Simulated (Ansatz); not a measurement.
Reactions of CAlClFNO (`O=C=[N][Al]([F])[Cl]`).

Calculated with Ansatz (gas phase, PBE0-D4/def2-TZVP geometries, no zero-point term in ΔE). CCSD(T)/CBS is the MP2 limit (def2-TZVPP, def2-QZVPP) plus CCSD(T) − MP2 in def2-TZVPP, frozen cores. This one scheme is used for every species. Functionals use def2-TZVPP. Elements past krypton have def2 core potentials. For Se, Sn outer-core shells are correlated without core-valence functions, which leaves a few kJ/mol of doubt a bond. Scalar relativity is left out up to krypton. One conformer a species, not always the lowest.

| reaction | MP2/CBS(def2) (kJ/mol) | ωB97M-V (kJ/mol) | CCSD(T)/CBS(def2) (kJ/mol) |
| --- | --- | --- | --- |
| `O=C=[N][Al]([F])[Cl]` + H₂Se → `[F][Al]([Cl])[SeH]` + `N=C=O` | 16 | 20 | 18 |
| `O=C=[N][Al]([F])[Cl]` + `C[SeH]` → `C[Se][Al]([F])[Cl]` + `N=C=O` | 19 | 23 | 20 |
| `O=C=[N][Al]([F])[Cl]` + H–F → `[F][Al]([F])[Cl]` + `N=C=O` | -34 | -38 | -36 |
| `O=C=[N][Al]([F])[Cl]` + CH₃NH₂ → `C[NH][Al]([F])[Cl]` + `N=C=O` | 45 | 43 | 44 |
| `O=C=[N][Al]([F])[Cl]` + `C[Se][SnH2][Cl]` → `C[Se][Al]([F])[Cl]` + `O=C=[N][SnH2][Cl]` | 58 | 56 | 56 |
| `O=C=[N][Al]([F])[Cl]` + `BBCC` → `O=C=[N][AlH][F]` + `BBCCCl` | 211 | 204 | 207 |
| `O=C=[N][Al]([F])[Cl]` + `FC1([SiH3])C=C1` → `O=C=[N][Al]([F])[F]` + `[SiH3]C1(Cl)C=C1` | -51 | -29 | -41 |

Largest T1 diagnostic: 0.018, for `N=C=O`.
